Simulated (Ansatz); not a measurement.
```yaml
crystal:
  periodic: [false, false, false]
  atoms:
    - {symbol: N, position_ang: [-0.564700, 1.502636, -0.145619]}
    - {symbol: B, position_ang: [-0.044382, 0.231690, -0.076262]}
    - {symbol: N, position_ang: [-0.279034, -0.855932, 0.898446]}
    - {symbol: C, position_ang: [0.533244, -1.601804, 0.256439]}
    - {symbol: S, position_ang: [1.181022, -0.704466, -1.158648]}
    - {symbol: H, position_ang: [-1.223362, 1.836355, 0.538820]}
    - {symbol: H, position_ang: [-0.328327, 2.163837, -0.864221]}
    - {symbol: H, position_ang: [0.817839, -2.629516, 0.495347]}
basis:
  gaussian: {orbitals: cc-pVTZ, final_grid: {core_spheres: 8, valence_spheres: 7, degree: 23}}
hamiltonian: {xc: {name: HF}, dispersion: rvv10}
accuracy: high
scf: {lower_state_search: light}
output: {forces: true}
```

```sh
$ ansatz run in.yaml --threads 2 --pin off --events-out ev --progress --plain --max-ram 4352MiB
```

Problem. How does Ansatz answer? (Best estimate.)

Solution. Ansatz gave: The input was rejected before any iteration.
```
Error: inconsistent input (hamiltonian.dispersion, hamiltonian.xc): `dispersion: rvv10` has no transferable b for PBE exchange — Sabatini et al. (2013) fitted b=6.3 to rPW86, and the PBE refits of Peng & Perdew (2017) are task-dependent (b=6.6 S22 / b=10.0 layered). Use `xc: {exchange: rpw86, correlation: pbe}` for the original rVV10 or `xc: r2scan` for the r²SCAN+rVV10 pairing
```
